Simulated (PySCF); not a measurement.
**TDDFT excited states: C6H7N**

Compound: C6H7N.
Geometry (GFN2-xTB, Å), atoms numbered from 1 in this order:
```
atom  x, y, z in Å
C1    -2.6968    0.7889   -0.8027
C2    -1.6404    0.7537    0.0026
C3    -0.4944   -0.0992   -0.2166
C4     0.5585   -0.1365    0.5971
C5     1.7551   -1.0161    0.3813
C6     2.9376   -0.2037    0.2206
N7     3.8613    0.4576    0.0979
H8    -2.7578    0.1692   -1.6825
H9    -3.5355    1.4362   -0.6138
H10   -1.6008    1.3865    0.8797
H11   -0.5279   -0.7336   -1.0939
H12    0.6000    0.4997    1.4712
H13    1.6294   -1.6349   -0.5113
H14    1.9111   -1.6682    1.2482
```

Theory: TDDFT PBE0/def2-SVPD, vertical, gas phase, core orbitals frozen in the response (PySCF).

| state | E (eV) | λ (nm) | ν̃ (cm⁻¹) | f | \|μ\| (D) | main configurations (H = HOMO, L = LUMO) |
| --- | --- | --- | --- | --- | --- | --- |
| S1 | 5.78 | 214.7 | 46580 | 0.835 | 6.17 | H→L (96%) |
| S2 | 6.64 | 186.6 | 53580 | 0.013 | 0.71 | H→L+1 (95%) |
| S3 | 6.81 | 182.0 | 54950 | 0.0069 | 0.52 | H→L+2 (88%) |
| S4 | 7.01 | 176.9 | 56530 | 0.0054 | 0.45 | H→L+3 (66%), H-2→L (13%), H-3→L (9%) |
| S5 | 7.08 | 175.2 | 57070 | 0.0032 | 0.35 | H-1→L (73%) |
| S6 | 7.14 | 173.6 | 57610 | 0.020 | 0.86 | H→L+4 (57%), H→L+5 (27%) |

Triplets (Tamm–Dancoff): T1 3.17 eV, H→L (95%); T2 5.15 eV, H-3→L (40%), H→L+6 (16%), H→L+3 (13%).

The lowest singlet comes at 215 nm (557 kJ/mol) in the ultraviolet; it is strong; its leading configuration is HOMO→LUMO (96%). The lowest level is also the most intense of those listed (f = 0.835). Löwdin shares by element: HOMO carbon 85% or more (atoms not listed hold the other 15%); LUMO carbon 78% or more (atoms not listed hold the other 22%). Orbital energies (eV): HOMO-3 -9.81, HOMO-2 -9.53, HOMO-1 -9.49, HOMO -7.16, LUMO -1.25, LUMO+1 0.53, LUMO+2 0.77. Of the 6 states listed, 3 reach f = 0.01 and none stays under 0.0005. The oscillator strengths of these states sum to 0.883; summed over the whole spectrum of an exact calculation they would give the number of electrons, 50 (Thomas–Reiche–Kuhn). The window holds the lowest 6 singlets.

On Intel Xeon 6975P-C, one thread, shared host with 192 logical CPUs at a one-minute load of 112, this took 20 s and 0.77 GiB of memory at its peak.

One conformer stands for the species.
